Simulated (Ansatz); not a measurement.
Relaxation of (OH)2Zr(OSiH2)2O (ZrSi2O5H6) with RKS B3LYP-D4/def2-SVP.

```sh
$ ansatz run in.yaml --threads 4 --pin off --events-out ev --progress --plain --max-ram 4787MiB
```

```yaml
crystal:
  periodic: [false, false, false]
  atoms:
    - {symbol: Zr, position_ang: [-0.268510, 0.981210, -0.757400]}
    - {symbol: O, position_ang: [-1.873970, 1.260660, -1.685510]}
    - {symbol: O, position_ang: [0.918150, 2.390220, -1.108080]}
    - {symbol: O, position_ang: [-0.652950, 0.951420, 1.147140]}
    - {symbol: Si, position_ang: [-0.299070, -0.308810, 2.091770]}
    - {symbol: O, position_ang: [0.400930, -1.494060, 1.146650]}
    - {symbol: Si, position_ang: [0.878390, -1.905960, -0.399360]}
    - {symbol: O, position_ang: [0.533630, -0.674020, -1.383760]}
    - {symbol: H, position_ang: [-2.598460, 1.581560, -2.224710]}
    - {symbol: H, position_ang: [1.374850, 3.181420, -1.397950]}
    - {symbol: H, position_ang: [0.688200, 0.082570, 3.077580]}
    - {symbol: H, position_ang: [-1.520260, -0.867710, 2.635860]}
    - {symbol: H, position_ang: [2.312700, -2.108850, -0.357200]}
    - {symbol: H, position_ang: [0.106360, -3.069660, -0.785020]}
basis:
  gaussian: {orbitals: def2-SVP}
hamiltonian: {xc: {name: B3LYP}, dispersion: d4}
scf: {lower_state_search: "off"}
output: {orbitals: {seedname: orbitals}}
relax: {f_tol: 0.02, max_steps: 100}
```

It took 25 s on 4 threads of Arm Neoverse V1 on a shared host.

Positions (Å) and forces (eV/Å) at steps 1, 2, 3, 4, 5, 6 of 6:

```xyz
14
step=1 energy=-27369.2157 eV
Zr   -0.269    0.981   -0.757   -0.165    0.528   -0.411
O    -1.874    1.261   -1.686   -1.445    0.258   -0.842
O     0.918    2.390   -1.108    1.074    1.278   -0.314
O    -0.653    0.951    1.147   -0.353    0.779    0.051
Si   -0.299   -0.309    2.092    0.440   -1.231    0.421
O     0.401   -1.494    1.147   -0.024    0.099   -0.071
Si    0.878   -1.906   -0.399    0.119   -0.780    1.128
O     0.534   -0.674   -1.384    0.048    0.208   -0.831
H    -2.598    1.582   -2.225   -0.048   -0.039    0.001
H     1.375    3.181   -1.398    0.055    0.001    0.023
H     0.688    0.083    3.078    0.385    0.154    0.656
H    -1.520   -0.868    2.636   -0.565   -0.256    0.466
H     2.313   -2.109   -0.357    0.716   -0.292   -0.046
H     0.106   -3.070   -0.785   -0.236   -0.706   -0.230
14
step=2 energy=-27369.6327 eV
Zr   -0.295    1.077   -0.831    0.032   -0.121    0.092
O    -1.961    1.324   -1.769    0.063    0.036    0.006
O     0.957    2.505   -1.161   -0.072   -0.021   -0.018
O    -0.634    0.912    1.140    0.032    0.468   -1.142
Si   -0.286   -0.351    2.122    0.276   -0.748    0.214
O     0.415   -1.542    1.184    0.014   -0.050    0.042
Si    0.888   -1.946   -0.366    0.056   -0.435    0.698
O     0.527   -0.681   -1.340   -0.464    1.140   -0.093
H    -2.704    1.617   -2.300   -0.005   -0.040    0.022
H     1.443    3.286   -1.432    0.019   -0.032    0.028
H     0.685    0.046    3.160    0.100    0.073    0.166
H    -1.519   -0.902    2.719   -0.168   -0.042    0.112
H     2.343   -2.194   -0.350    0.194   -0.057   -0.038
H     0.141   -3.151   -0.776   -0.075   -0.173   -0.090
14
step=3 energy=-27369.7183 eV
Zr   -0.307    1.124   -0.866    0.102   -0.391    0.298
O    -1.982    1.352   -1.797    0.038    0.067   -0.024
O     0.961    2.544   -1.184   -0.066    0.023   -0.044
O    -0.607    0.872    1.090    0.051    0.122   -0.490
Si   -0.275   -0.381    2.127    0.055   -0.137    0.007
O     0.427   -1.587    1.218    0.051   -0.181    0.141
Si    0.888   -1.960   -0.337   -0.003   -0.052    0.137
O     0.505   -0.651   -1.281   -0.198    0.465    0.045
H    -2.737    1.625   -2.323    0.004   -0.048    0.031
H     1.464    3.319   -1.442    0.017   -0.041    0.034
H     0.686    0.041    3.183   -0.034    0.028   -0.045
H    -1.523   -0.910    2.741    0.017    0.050   -0.036
H     2.355   -2.216   -0.351   -0.042    0.035   -0.031
H     0.145   -3.173   -0.778    0.008    0.059   -0.022
14
step=4 energy=-27369.6954 eV rejected
Zr   -0.308    1.148   -0.881   -0.085    0.331   -0.251
O    -1.984    1.384   -1.819    0.082   -0.055    0.073
O     0.945    2.583   -1.214   -0.043   -0.106    0.048
O    -0.580    0.851    1.045    0.130   -0.311    0.011
Si   -0.254   -0.410    2.085   -0.261    0.249    0.782
O     0.454   -1.702    1.305   -0.128    0.466   -0.360
Si    0.868   -1.934   -0.293    0.354   -0.587   -0.521
O     0.493   -0.614   -1.239   -0.014   -0.115    0.316
H    -2.805    1.521   -2.292   -0.003    0.001   -0.002
H     1.559    3.298   -1.384    0.002    0.005   -0.002
H     0.674    0.063    3.151    0.014   -0.030   -0.108
H    -1.527   -0.873    2.707    0.047   -0.015   -0.103
H     2.335   -2.188   -0.368   -0.064    0.075    0.056
H     0.133   -3.127   -0.803   -0.031    0.091    0.062
14
step=5 energy=-27369.7470 eV
Zr   -0.308    1.138   -0.875    0.014   -0.053    0.041
O    -1.983    1.367   -1.807   -0.150    0.051   -0.102
O     0.954    2.562   -1.197    0.089    0.138   -0.046
O    -0.586    0.847    1.058    0.013   -0.024   -0.007
Si   -0.266   -0.397    2.117    0.006   -0.001   -0.031
O     0.440   -1.642    1.260   -0.012    0.038   -0.030
Si    0.883   -1.957   -0.318   -0.016    0.026    0.011
O     0.493   -0.628   -1.242   -0.003   -0.001    0.028
H    -2.777    1.570   -2.309    0.133   -0.056    0.098
H     1.518    3.310   -1.412   -0.074   -0.128    0.047
H     0.688    0.060    3.163   -0.035   -0.011   -0.006
H    -1.534   -0.891    2.717    0.033    0.019    0.006
H     2.351   -2.192   -0.360   -0.033   -0.015   -0.010
H     0.128   -3.147   -0.795    0.034    0.018    0.003
14
step=6 energy=-27369.7498 eV
Zr   -0.306    1.145   -0.878   -0.001    0.007   -0.005
O    -1.985    1.362   -1.806   -0.004    0.004   -0.004
O     0.957    2.570   -1.199    0.001    0.006   -0.003
O    -0.582    0.856    1.053    0.003   -0.005   -0.001
Si   -0.268   -0.389    2.111   -0.001    0.000    0.006
O     0.434   -1.632    1.251   -0.001    0.004   -0.003
Si    0.880   -1.950   -0.324    0.003   -0.005   -0.002
O     0.499   -0.618   -1.245    0.000    0.000    0.006
H    -2.802    1.512   -2.286    0.013   -0.008    0.011
H     1.557    3.295   -1.382   -0.007   -0.013    0.006
H     0.681    0.062    3.163   -0.010   -0.004   -0.008
H    -1.536   -0.879    2.713    0.011    0.006   -0.003
H     2.346   -2.196   -0.366   -0.013    0.000   -0.001
H     0.126   -3.137   -0.806    0.008    0.010    0.002
```

In the def2 sets Zr takes a core potential; there is no spin–orbit coupling. The relaxation made no stability test and no search for a lower SCF solution.
